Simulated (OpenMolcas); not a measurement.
## Si: effect of the basis set

```
Program             : OpenMolcas
Method              : CASSCF
Active space        : 4 electrons in 8 orbitals (3s 3p 4s 4p)
State averaging     : 2S+1 = 3 even, 3 roots; 2S+1 = 1 even, 6 roots; 2S+1 = 5 odd, 1 root; 2S+1 = 3 odd, 8 roots
Spin-orbit coupling : RASSI with atomic mean-field integrals over the reference wave functions, term energies averaged over their components
```

A. ANO-RCC-VTZP [5s4p2d1f], DKH2, point nucleus; cost of the order of 10 core-seconds
B. ANO-R2 [5s4p3d1f], X2C, finite nucleus; cost of the order of 11 core-seconds
C. ANO-RCC-VQZP [6s5p3d2f1g], DKH2, point nucleus; cost about 11 core-seconds
D. ANO-RCC [8s7p5d4f2g], DKH2, point nucleus; cost about 16 core-seconds

Energies in eV above 3s² 3p² ³P₀, the measured ground level; measured values from NIST Handbook of Basic Atomic Spectroscopic Data.

```
      Level       A       B       C       D  Measured
3s² 3p² ³P₀  0.0000  0.0000  0.0000  0.0000    0.0000
3s² 3p² ³P₁  0.0078  0.0077  0.0077  0.0077    0.0096
3s² 3p² ³P₂  0.0228  0.0225  0.0225  0.0225    0.0277
3s² 3p² ¹D₂  1.0242  1.0539  1.0212  1.0198    0.7810
3s² 3p² ¹S₀  1.7614  1.8315  1.7532  1.7496    1.9087
3s 3p³ ⁵S°₂  3.0779  3.0622  3.0788  3.0783    4.1319
3s 3p³ ³D°₁  6.6686  6.6961  6.6646  6.6627          
3s 3p³ ³D°₂  6.6709  6.6983  6.6671  6.6653          
3s 3p³ ³D°₃  6.6747  6.7019  6.6713  6.6695    5.6192
3s 3p³ ³P°₀  7.5795  7.6653  7.5659  7.5573          
3s 3p³ ³P°₁  7.5814  7.6671  7.5680  7.5594          
3s 3p³ ³P°₂  7.5852  7.6706  7.5720  7.5635
```

Deviations, from unrounded energies. A percentage is the sum of absolute deviations over the sum of measured energies, with the sign that they share, or ± where signs differ.

| Against measurement | Levels | A | B | C | D |
| --- | --- | --- | --- | --- | --- |
| mean absolute deviation (cm-1) | 6 | 3400 | 3400 | 3400 | 3400 |
| fine structure of the ground term (%) | 2 | -17.8 | -18.7 | -19.0 | -18.7 |
| other terms of the ground configuration (%) | 2 | ±14.5 | ±13.0 | ±14.7 | ±14.8 |
| other configurations (%) | 2 | ±21.6 | ±22.1 | ±21.6 | ±21.6 |

A, B, C, D lie about equally close to measurement. The largest miss of A in the table is 3s 3p³ ³D°₃, by +8500 cm-1. The ranking rests on the paired levels alone, and a cruder setting can come out closer through cancelling errors.

Among A to D the level of the table that moves most is 3s 3p³ ³P°₀, by 870 cm-1 (lowest in D, highest in B).

Without dynamic correlation excited terms often stand tens of per cent too high (terms of higher spin than the ground term too low), and those without a measured partner can miss by more than the paired ones. Active for correlation alone: 4p 4s; no level in the range computed is led by a configuration that fills them, so any true level of that kind is missing. Terms of s pⁿ other than that of highest spin mix with s² pⁿ⁻² d, which this space lacks; all of them can be thousands of cm-1 off, and some have no real level of that name. Measured partners are found by configuration, term and J. A level has none where our copy of the source lacks it or the pairing is in doubt (some pairs that miss far off the trend of their configuration count as doubtful), and it then counts in no deviation. Levels of configurations outside the active space are missing.

° marks odd parity.
